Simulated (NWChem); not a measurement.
The numbers come from NWChem runs, not from measurements. System: disilylmethane (CH8Si2), charge 0, spin multiplicity 1, at a geometry optimised with PBE0/def2-SVP. Level: MP2/def2-TZVP, 11 core orbitals frozen.

The NWChem input:

```
start mol
memory heap 200 mb stack 900 mb global 1100 mb
geometry units angstroms nocenter noautoz
  Si    -1.595063     0.000000     0.181922
  C      0.000000     0.000000    -0.819250
  Si     1.595063     0.000000     0.181922
  H     -2.788234     0.000000    -0.719950
  H     -1.663337    -1.212437     1.054581
  H     -1.663337     1.212437     1.054581
  H      0.000000     0.885490    -1.478376
  H      0.000000    -0.885490    -1.478376
  H      1.663337    -1.212437     1.054581
  H      1.663337     1.212437     1.054581
  H      2.788234     0.000000    -0.719950
  symmetry group C2v
end
basis spherical
  * library def2-tzvp
end
scf
  rhf
  nopen 0
  maxiter 100
  thresh 1e-7
  semidirect memsize 60000000 filesize 0
end
mp2
  freeze core 11
end
task mp2 energy
```

Part of the output:

```
             Northwest Computational Chemistry Package (NWChem) 7.3.0
             --------------------------------------------------------

                                NWChem Input Module
                                -------------------

 Scaling coordinates for geometry "geometry" by  1.889725989
 (inverse scale =  0.529177249)

 Turning off AUTOSYM since
 SYMMETRY directive was detected!

                             Geometry "geometry" -> ""
                             -------------------------

 Output coordinates in angstroms (scale by  1.889725989 to convert to a.u.)

  No.       Tag          Charge          X              Y              Z
 ---- ---------------- ---------- -------------- -------------- --------------
    1 Si                  14.0000    -1.59506300     0.00000000     0.18192200
    2 C                    6.0000     0.00000000     0.00000000    -0.81925000
    3 Si                  14.0000     1.59506300     0.00000000     0.18192200
    4 H                    1.0000    -2.78823400     0.00000000    -0.71995000
    5 H                    1.0000    -1.66333700    -1.21243700     1.05458100
    6 H                    1.0000    -1.66333700     1.21243700     1.05458100
    7 H                    1.0000     0.00000000     0.88549000    -1.47837600
    8 H                    1.0000     0.00000000    -0.88549000    -1.47837600
    9 H                    1.0000     1.66333700    -1.21243700     1.05458100
   10 H                    1.0000     1.66333700     1.21243700     1.05458100
   11 H                    1.0000     2.78823400     0.00000000    -0.71995000

 Effective nuclear repulsion energy (a.u.)     150.3009345916

            Nuclear Dipole moment (a.u.)
            ----------------------------
        X                 Y               Z
 ---------------- ---------------- ----------------
     0.0000000000     0.0000000000    -0.0000226767

      Symmetry information
      --------------------

 Group name             C2v
 Group number             16
 Group order               4
 No. of unique centers     5

      Symmetry unique atoms

     1    2    4    5    7


 Summary of "ao basis" -> "" (spherical)
 ------------------------------------------------------------------------------
       Tag                 Description            Shells   Functions and Types
 ---------------- ------------------------------  ------  ---------------------
 *                         def2-tzvp                  on all atoms

 Summary of "ao basis" -> "ao basis" (spherical)
 ------------------------------------------------------------------------------
       Tag                 Description            Shells   Functions and Types
 ---------------- ------------------------------  ------  ---------------------
 Si                        def2-tzvp                13       37   5s5p2d1f
 C                         def2-tzvp                11       31   5s3p2d1f
 H                         def2-tzvp                 4        6   3s1p

                                 NWChem SCF Module
                                 -----------------

  ao basis        = "ao basis"
  functions       =   153
  atoms           =    11
  closed shells   =    21
  open shells     =     0
  charge          =   0.00
  wavefunction    = RHF
  use symmetry    = T
  symmetry adapt  = T

 Summary of "ao basis" -> "ao basis" (spherical)
 ------------------------------------------------------------------------------
       Tag                 Description            Shells   Functions and Types
[...]
  ----- ------------  ---------------      ----- ------------  ---------------
   108      1.198816   4 H  s               150      1.198816  11 H  s
    20      0.929088   1 Si pz               88      0.929088   3 Si pz
    18      0.763919   1 Si px               86     -0.763919   3 Si px
    51     -0.710704   2 C  pz                5     -0.354570   1 Si s
    73     -0.354570   3 Si s               114     -0.264366   5 H  s

 Vector   24  Occ=0.000000D+00  E= 1.536363D-01  Symmetry=b1
              MO Center=  7.4D-14, -5.7D-16,  1.0D+00, r^2= 1.3D+01
   Bfn.  Coefficient  Atom+Function         Bfn.  Coefficient  Atom+Function
  ----- ------------  ---------------      ----- ------------  ---------------
     5      2.538726   1 Si s                73     -2.538726   3 Si s
    49      2.025999   2 C  px               18      1.917405   1 Si px
    86      1.917405   3 Si px               20     -0.974731   1 Si pz
    88      0.974731   3 Si pz               46      0.373929   2 C  px
    30      0.254611   1 Si d  2             98     -0.254611   3 Si d  2

 center of mass
 --------------
 x =   0.00000000 y =   0.00000000 z =   0.00418918

 moments of inertia (a.u.)
 ------------------
          97.652609334575           0.000000000000           0.000000000000
           0.000000000000         675.009091391511           0.000000000000
           0.000000000000           0.000000000000         630.968735965586

  Mulliken analysis of the total density
  --------------------------------------

    Atom       Charge   Shell Charges
 -----------   ------   -------------------------------------------------------
    1 Si  14    13.69   2.00  0.58  1.39  0.79  0.44  4.12  1.73  0.53  1.41  0.32  0.14  0.20  0.03
    2 C    6     6.55   0.85  1.12  0.45  0.74  0.03  1.24  1.59  0.47  0.01  0.04  0.00
    3 Si  14    13.69   2.00  0.58  1.39  0.79  0.44  4.12  1.73  0.53  1.41  0.32  0.14  0.20  0.03
    4 H    1     1.06   0.24  0.56  0.25  0.01
    5 H    1     1.06   0.24  0.57  0.24  0.01
    6 H    1     1.06   0.24  0.57  0.24  0.01
    7 H    1     0.87   0.26  0.48  0.10  0.02
    8 H    1     0.87   0.26  0.48  0.10  0.02
    9 H    1     1.06   0.24  0.57  0.24  0.01
   10 H    1     1.06   0.24  0.57  0.24  0.01
   11 H    1     1.06   0.24  0.56  0.25  0.01

       Multipole analysis of the density wrt the origin
       ------------------------------------------------

     L   x y z        total         open         nuclear
     -   - - -        -----         ----         -------
     0   0 0 0      0.000000      0.000000     42.000000

     1   1 0 0     -0.000000      0.000000      0.000000
     1   0 1 0      0.000000      0.000000      0.000000
     1   0 0 1     -0.336751      0.000000     -0.000023

     2   2 0 0    -30.504971      0.000000    349.441445
     2   1 1 0      0.000000      0.000000      0.000000
     2   1 0 1     -0.000000      0.000000      0.000000
     2   0 2 0    -28.369406      0.000000     26.597998
     2   0 1 1      0.000000      0.000000      0.000000
     2   0 0 2    -28.408916      0.000000     52.887863

                   NWChem MP2 Semi-direct Energy/Gradient Module
                   ---------------------------------------------

  Basis functions       =    153
  Molecular orbitals    =    153
  Frozen core           =     11
  Frozen virtuals       =      0
  Active alpha occupied =     10
  Active beta occupied  =     10
  Active alpha virtual  =    132
  Active beta virtual   =    132
  Use MO symmetry       = T
  Use skeleton AO sym   = T

  AO/Fock/Back tols     =   1.0D-09  1.0D-09  1.0D-09

 GA uses MA = F    GA memory limited = T

 Available:
  local mem=  1.26D+08
 global mem=  1.44D+08
 local disk=  0.00D+00
  mp2_memr nvloc                   132
  nvloc new                   132
   1 passes of  10:        5242880                     113727                  51082086.
   1 passes of  10: M    126148123           G      144132382           F     120905243.

 Semi-direct pass number   1 of   1  for RHF alpha+beta  at        7.8s
  vrange nnbf                 11373
  mp2_eaftype                   194  avail_ma_in_mb                  1099
 EAF : mp2_eaftype filesize         194   25541043.
  mp2_eaf for mointskh                    194
Node 0 wrote    120.1 Mb in      0.0 s     Agg I/O rate:  3057.3 Mb/s
 Done moints_semi at       25.0s
  mp2_eaftype                   194  avail_ma_in_mb                   905
 EAF : mp2_eaftype filesize         194   25541043.
  mp2_eaf for kh                   194
 Done maket at       25.4s
 Done multipass loop at       25.4s

          -------------------------------------------
          SCF energy                -620.427603029280
          Correlation energy          -0.416002233721
          Singlet pairs               -0.306450372269
          Triplet pairs               -0.109551861452
          Total MP2 energy          -620.843605263001
          -------------------------------------------

          ---------------------------------------------------
                    Spin Component Scaled (SCS) MP2
          Same spin pairs                     -0.073034574301
          Same spin scaling factor             0.333333333333
          Opposite spin pairs                 -0.342967659420
          Opposite spin scaling fact.          1.200000000000
          SCS-MP2 correlation energy          -0.435906049404
          Total SCS-MP2 energy              -620.863509078685
          ---------------------------------------------------

 -----------------------
 Performance information
 -----------------------

 Timer overhead =  2.00D-07 seconds/call

               Nr. of calls         CPU time (s)                 Wall time (s)                GFlops
             ---------------    -------------------     ------------------------------   -------------------
Name         Min   Avg   Max    Min     Avg     Max     Min     Avg     Max   Mx/calls   Min     Max     Sum
mp2: moin     1     1     1    17.     17.     17.      17.     17.     17.     17.      0.0     0.0     0.0
mp2: make     1     1     1   0.43    0.43    0.43     0.43    0.43    0.43    0.43      0.0     0.0     0.0
mp2: tota     1     1     1    18.     18.     18.      18.     18.     18.     18.      0.0     0.0     0.0

 The average no. of pstat calls per process was 3.00D+00
 with a timing overhead of 6.01D-07s

 Task  times  cpu:       25.4s     wall:       25.4s

 Total times  cpu:       25.5s     wall:       25.5s
```
